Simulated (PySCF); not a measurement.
C₄H₁₀O, charge -1, doublet, at the geometry of the source list (a state made from the parent by changing its charge; the spin is typed, not shown lowest) (in this run its highest filled SCF level lies above zero, so its values depend strongly on the basis, on diffuse functions most of all); M062X/3-21G in PySCF.

PySCF was given this input:
```python
from pyscf import gto, scf, dft

mol = gto.M(
    atom='''
C    -2.19060000   -0.09530000    0.21800000
C    -0.85850000   -0.04340000   -0.51960000
C     0.31850000    0.01870000    0.44880000
C     1.65600000    0.07090000   -0.28060000
O     2.69010000    0.12660000    0.68120000
H    -2.23690000   -0.97320000    0.85780000
H    -3.01690000   -0.13920000   -0.48710000
H    -2.31530000    0.78760000    0.84010000
H    -0.83720000    0.83350000   -1.17070000
H    -0.75880000   -0.92780000   -1.15310000
H     0.23690000    0.90320000    1.08190000
H     0.31520000   -0.85680000    1.09950000
H     1.69000000    0.95740000   -0.93150000
H     1.76920000   -0.82190000   -0.91370000
H     3.53840000    0.15980000    0.22900000
''',
    basis='3-21g',
    charge=-1,
    spin=1,
    verbose=5,
)

mf = dft.UKS(mol)
mf.xc = 'm062x'
mf.kernel()
mf.analyze()
```

The log (banner, timings and long lists left out):

```
PySCF version 2.14.0

[INPUT] verbose = 5
[INPUT] max_memory = 4000
[INPUT] num. atoms = 15
[INPUT] num. electrons = 43
[INPUT] charge = -1
[INPUT] spin (= nelec alpha-beta = 2S) = 1
[INPUT] symmetry False subgroup None
[INPUT] Mole.unit = angstrom
[INPUT] Symbol           X                Y                Z      unit          X                Y                Z       unit  Magmom
[...]
[INPUT] ---------------- BASIS SET ----------------
[INPUT] l, kappa, [nprim/nctr], expnt,             c_1 c_2 ...
[INPUT] H
[...]
                                0.824547          0.904691
[...]
[INPUT] C
[...]
                                25.9109           0.358794
                                5.53335           0.700713
[...]
                                0.770545          1.21584
[...]
                                0.770545          0.860619
[...]
[INPUT] O
[...]
                                48.4308           0.3515
                                10.4206           0.707658
[...]
                                1.5762            1.22156
[...]
                                1.5762            0.853955
[...]
nuclear repulsion = 185.57362546393
number of shells = 45
number of NR pGTOs = 105
number of NR cGTOs = 65
basis = 3-21g
ecp = {}

******** <class 'pyscf.dft.uks.UKS'> ********
method = UKS
initial guess = minao
damping factor = 0
level_shift factor = 0
DIIS = <class 'pyscf.scf.diis.CDIIS'>
diis_start_cycle = 1
diis_space = 8
diis_damp = 0
SCF conv_tol = 1e-09
SCF conv_tol_grad = None
SCF max_cycles = 50
direct_scf = True
direct_scf_tol = 1e-13
number electrons alpha = 22  beta = 21
XC library pyscf.dft.libxc version 7.1.2
    S. Lehtola, C. Steigemann, M. J. T. Oliveira, and M. A. L. Marques,  SoftwareX 7, 1–5 (2018)
XC functionals = m062x
    Y. Zhao and D. G. Truhlar,  Theor. Chem. Acc. 120, 215 (2008)
    Y. Zhao and D. G. Truhlar,  Theor. Chem. Acc. 120, 215 (2008)
radial grids:
    Treutler-Ahlrichs [JCP 102, 346 (1995); DOI:10.1063/1.469408] (M4) radial grids

becke partition: Becke, JCP 88, 2547 (1988); DOI:10.1063/1.454033
pruning grids: <function nwchem_prune>
grids dens level: 3
symmetrized grids: False
atomic radii adjust function: <function treutler_atomic_radii_adjust>
small_rho_cutoff = 0
Set gradient conv threshold to 3.16228e-05
atom C rad-grids = 75, ang-grids = [ 50  50  50  50  50  50  50  50  50  50  50  50  50  50  50  50  50  50
  50  50  50  50  86  86  86  86  86  86  86  86  86  86 266 266 266 266
 266 266 302 302 302 302 302 302 302 302 302 302 302 302 302 302 302 302
 302 302 302 302 266 266 266 266 266 266 266 266 266 266 266 266 266 266
 266 266 266]
atom O rad-grids = 75, ang-grids = [ 50  50  50  50  50  50  50  50  50  50  50  50  50  50  50  50  50  50
  50  50  50  50  50  86  86  86  86  86  86  86  86  86 266 266 266 266
 266 266 266 302 302 302 302 302 302 302 302 302 302 302 302 302 302 302
 302 302 302 302 302 266 266 266 266 266 266 266 266 266 266 266 266 266
 266 266 266]
atom H rad-grids = 50, ang-grids = [ 50  50  50  50  50  50  50  50  50  50  50  50  50  50  50  86  86  86
  86 266 266 266 266 266 302 302 302 302 302 302 302 302 302 302 302 302
 302 266 266 266 266 266 266 266 266 266 266 266 266 266]
tot_boxes 2964, boxes in each direction [17 10 11]
Padding 6 grids
tot grids = 168640
nelec by numeric integration = [20.9627954 20.9627954]
E1 = -677.1493468893339  E2 = 258.87409700356375  Ecoul = 292.75269332592893  Exc = -33.87859632236518
init E= -232.701624421841
cond(S) = 446.7569571231409

  alpha mo_energy =
[-19.73585922 -10.58288338 -10.57993638 -10.57877947 -10.57322264
  -1.38740834  -1.18969128  -1.01368167  -0.83609559  -0.76497079
  -0.645041    -0.59549649  -0.53548953  -0.52811025  -0.49364133
  -0.43978592  -0.43775343  -0.38780932  -0.37445785  -0.36782292
  -0.34043822   0.07144409   0.08627354   0.12204613   0.12532324
   0.14337894   0.16737957   0.17358036   0.18299513   0.19863451
   0.20067245   0.21342748   0.21950177   0.24098758   0.26209858
   0.65778408   0.66279457   0.66895745   0.71942435   0.73048145
   0.757273     0.7804928    0.78653295   0.84932279   0.85608861
   0.9266128    0.93100041   0.9882546    1.01246405   1.04201138
   1.05468759   1.07127683   1.08226777   1.08964832   1.10302979
   1.12215794   1.25819654   1.50053723   1.56594811   1.56762547
   1.75660733   1.81638621   1.95176349   2.21907093   2.94930534]
  beta  mo_energy =
[-19.73585922 -10.58288338 -10.57993638 -10.57877947 -10.57322264
  -1.38740834  -1.18969128  -1.01368167  -0.83609559  -0.76497079
  -0.645041    -0.59549649  -0.53548953  -0.52811025  -0.49364133
  -0.43978592  -0.43775343  -0.38780932  -0.37445785  -0.36782292
  -0.34043822   0.07144409   0.08627354   0.12204613   0.12532324
   0.14337894   0.16737957   0.17358036   0.18299513   0.19863451
   0.20067245   0.21342748   0.21950177   0.24098758   0.26209858
   0.65778408   0.66279457   0.66895745   0.71942435   0.73048145
   0.757273     0.7804928    0.78653295   0.84932279   0.85608861
   0.9266128    0.93100041   0.9882546    1.01246405   1.04201138
   1.05468759   1.07127683   1.08226777   1.08964832   1.10302979
   1.12215794   1.25819654   1.50053723   1.56594811   1.56762547
   1.75660733   1.81638621   1.95176349   2.21907093   2.94930534]
multiplicity <S^2> = 0.75  2S+1 = 2
nelec by numeric integration = [21.9999753  20.99998763]
E1 = -692.8730809856227  E2 = 275.3457508419519  Ecoul = 309.80887640046353  Exc = -34.46312555851166
cycle= 1 E= -231.953704679741  delta_E= 0.748  |g|= 0.48  |ddm|= 4.15
  alpha mo_energy =
[-18.78645167 -10.250303   -10.23926954 -10.23799606 -10.18712304
  -0.7108567   -0.68358318  -0.58087801  -0.48595414  -0.42576904
  -0.35339081  -0.3184495   -0.27896315  -0.25185988  -0.22416601
  -0.22298938  -0.17741452  -0.16755174  -0.11513447   0.02968974
   0.11075638   0.29085894   0.3301725    0.36307269   0.36988712
   0.37158765   0.41426215   0.42394691   0.45673812   0.46951819
[...]
converged SCF energy = -232.060900390253  <S^2> = 0.75107869  2S+1 = 2.0010784
Total Energy =                        -232.060900390252698
[...]
4 O 2py         -0.00015  -0.00221  -0.00004   0.00044   0.00047
4 O 2pz          0.00601  -0.00545   0.00132  -0.00032   0.02098
4 O 3px          0.30116   0.79061   0.39200   0.01733  -0.08653
4 O 3py          0.01351   0.03322   0.01699   0.00150  -0.00584
4 O 3pz          0.00624  -0.17247  -0.04426   0.07050  -0.20231
5 H 1s           0.03952   0.00063  -0.01608   0.00178  -0.00020
5 H 2s           0.03326   0.01156  -0.03469   0.04600   0.00342
6 H 1s           0.03329  -0.00026  -0.01292   0.01014   0.00076
6 H 2s           0.02906   0.00652  -0.04053   0.03160  -0.00124
7 H 1s           0.03952   0.00063  -0.01608   0.00179  -0.00020
7 H 2s           0.03324   0.01155  -0.03468   0.04599   0.00342
8 H 1s           0.01525  -0.01584   0.02438  -0.01172   0.00081
8 H 2s          -0.00016  -0.01283   0.03803  -0.07898  -0.01490
9 H 1s           0.01524  -0.01583   0.02437  -0.01172   0.00081
9 H 2s          -0.00015  -0.01285   0.03803  -0.07898  -0.01490
10 H 1s         -0.02550   0.00626   0.02436   0.01211  -0.00173
10 H 2s         -0.00120  -0.00122   0.03745   0.08279   0.01899
11 H 1s         -0.02551   0.00625   0.02436   0.01211  -0.00173
11 H 2s         -0.00122  -0.00121   0.03746   0.08280   0.01899
12 H 1s         -0.03119   0.02402  -0.02043  -0.00408   0.00467
12 H 2s         -0.01139   0.03645  -0.03269  -0.04051  -0.04382
13 H 1s         -0.03117   0.02401  -0.02042  -0.00408   0.00466
13 H 2s         -0.01138   0.03640  -0.03269  -0.04050  -0.04379
14 H 1s          0.01944   0.09146   0.01681  -0.01910   0.05577
14 H 2s          0.01888   0.04281   0.04237   0.00028   0.06876

To work with the spin densities directly, `use mulliken_meta_spin()` only printing them here.

 ** Mulliken spin pop alpha/beta on meta-lowdin orthogonal AOs **
 ** Mulliken Spin Density (per AO)  **
spin_pop of  0 C 1s        0.00000
spin_pop of  0 C 2s        0.03318
spin_pop of  0 C 3s        0.00226
spin_pop of  0 C 2px       0.02915
spin_pop of  0 C 2py       0.00227
spin_pop of  0 C 2pz       0.01597
spin_pop of  0 C 3px       0.00930
spin_pop of  0 C 3py      -0.00002
spin_pop of  0 C 3pz       0.00321
spin_pop of  1 C 1s        0.00001
spin_pop of  1 C 2s        0.06077
spin_pop of  1 C 3s        0.00280
spin_pop of  1 C 2px       0.00574
spin_pop of  1 C 2py       0.00285
spin_pop of  1 C 2pz       0.00204
spin_pop of  1 C 3px       0.00037
spin_pop of  1 C 3py      -0.00003
spin_pop of  1 C 3pz       0.00022
spin_pop of  2 C 1s        0.00000
spin_pop of  2 C 2s        0.00873
spin_pop of  2 C 3s        0.00092
spin_pop of  2 C 2px       0.01639
spin_pop of  2 C 2py       0.00060
spin_pop of  2 C 2pz       0.01609
spin_pop of  2 C 3px       0.01261
spin_pop of  2 C 3py      -0.00004
spin_pop of  2 C 3pz       0.00406
spin_pop of  3 C 1s        0.00000
spin_pop of  3 C 2s        0.00246
spin_pop of  3 C 3s        0.00037
spin_pop of  3 C 2px       0.06850
spin_pop of  3 C 2py       0.00358
spin_pop of  3 C 2pz       0.02635
spin_pop of  3 C 3px       0.01150
spin_pop of  3 C 3py      -0.00022
spin_pop of  3 C 3pz       0.00068
spin_pop of  4 O 1s        0.00001
spin_pop of  4 O 2s        0.06953
spin_pop of  4 O 3s        0.00564
spin_pop of  4 O 2px       0.01150
spin_pop of  4 O 2py       0.00123
spin_pop of  4 O 2pz       0.06682
spin_pop of  4 O 3px       0.00233
spin_pop of  4 O 3py      -0.00019
spin_pop of  4 O 3pz       0.00326
spin_pop of  5 H 1s        0.02110
spin_pop of  5 H 2s        0.01817
spin_pop of  6 H 1s        0.01251
spin_pop of  6 H 2s        0.01121
spin_pop of  7 H 1s        0.02108
spin_pop of  7 H 2s        0.01817
spin_pop of  8 H 1s        0.01400
spin_pop of  8 H 2s        0.01853
spin_pop of  9 H 1s        0.01403
spin_pop of  9 H 2s        0.01854
spin_pop of  10 H 1s        0.01546
spin_pop of  10 H 2s        0.00838
spin_pop of  11 H 1s        0.01547
spin_pop of  11 H 2s        0.00838
spin_pop of  12 H 1s        0.00422
spin_pop of  12 H 2s        0.00333
spin_pop of  13 H 1s        0.00420
spin_pop of  13 H 2s        0.00333
spin_pop of  14 H 1s        0.21135
spin_pop of  14 H 2s        0.05577
 ** Mulliken Spin Density (per atom)  **
spin density of  0 C =      0.09530
spin density of  1 C =      0.07477
spin density of  2 C =      0.05936
spin density of  3 C =      0.11323
spin density of  4 O =      0.16013
spin density of  5 H =      0.03927
spin density of  6 H =      0.02371
spin density of  7 H =      0.03925
spin density of  8 H =      0.03253
spin density of  9 H =      0.03257
spin density of  10 H =      0.02384
spin density of  11 H =      0.02385
spin density of  12 H =      0.00755
spin density of  13 H =      0.00753
spin density of  14 H =      0.26711
 ** Mulliken pop alpha/beta on meta-lowdin orthogonal AOs **
 ** Mulliken pop       alpha | beta **
In total            22.00000 | 21.00000
 ** Mulliken atomic charges   ( Nelec_alpha | Nelec_beta ) **
charge of  0C =     -0.32877  (     3.21204      3.11673 )
charge of  1C =     -0.19191  (     3.13334      3.05857 )
charge of  2C =     -0.20068  (     3.13002      3.07066 )
charge of  3C =     -0.02238  (     3.06781      2.95458 )
charge of  4O =     -0.58781  (     4.37397      4.21384 )
charge of  5H =      0.03453  (     0.50237      0.46310 )
charge of  6H =      0.03784  (     0.49294      0.46923 )
charge of  7H =      0.03459  (     0.50233      0.46308 )
charge of  8H =      0.03075  (     0.50089      0.46836 )
charge of  9H =      0.03074  (     0.50091      0.46834 )
charge of  10H =      0.04981  (     0.48701      0.46318 )
charge of  11H =      0.04975  (     0.48705      0.46320 )
charge of  12H =      0.02587  (     0.49084      0.48329 )
charge of  13H =      0.02592  (     0.49080      0.48327 )
charge of  14H =      0.01175  (     0.62768      0.36057 )

WARN: System has nonzero charge -1; the dipole moment is origin-dependent.
Location of origin: [0. 0. 0.]

Dipole moment(X, Y, Z, Debye): -4.24401, -0.20515, -1.65229
```
